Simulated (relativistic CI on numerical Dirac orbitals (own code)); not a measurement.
Method of calculation: Dirac-Coulomb-Breit CI, separate exchange-only KLI orbitals for each configuration, a model potential for QED, unscaled Slater integrals (own radial code, finite nucleus).

Configurations in the expansion (outside the closed core 1s2): 2s, 2p, 3s, 3p, 3d, 4s, 4p, 4d, 4f, 5s, 5p, 5d, 5f, 5g, 6s, 6p, 6d. Levels of other configurations are missing.

At this charge energies of transitions that change n are usually good to better than 1 %, and those within a shell (Δn = 0) to a few per cent.

Outline of the computed level scheme of Fe XXIV. Lowest level of each configuration: 2s 2S_1/2 at 0.00 eV; 2p 2P°_1/2 at 48.75 eV; 3s 2S_1/2 at 1149.05 eV; 3p 2P°_1/2 at 1162.59 eV; 3d 2D_3/2 at 1172.35 eV; 4s 2S_1/2 at 1544.80 eV; 4p 2P°_1/2 at 1550.37 eV; 4d 2D_3/2 at 1554.45 eV; 4f 2F°_5/2 at 1555.19 eV.

Some strong electric-dipole decays among the lowest 15 levels: 3d 2D_5/2 → 2p 2P°_3/2 (2.2e+13 s⁻¹); 3d 2D_3/2 → 2p 2P°_1/2 (1.8e+13 s⁻¹); 3p 2P°_1/2 → 2s 2S_1/2 (7.5e+12 s⁻¹); 3p 2P°_3/2 → 2s 2S_1/2 (7.2e+12 s⁻¹); 4d 2D_5/2 → 2p 2P°_3/2 (7.1e+12 s⁻¹); 4d 2D_3/2 → 2p 2P°_1/2 (6.0e+12 s⁻¹); 4f 2F°_7/2 → 3d 2D_5/2 (4.6e+12 s⁻¹); 4f 2F°_5/2 → 3d 2D_3/2 (4.3e+12 s⁻¹).
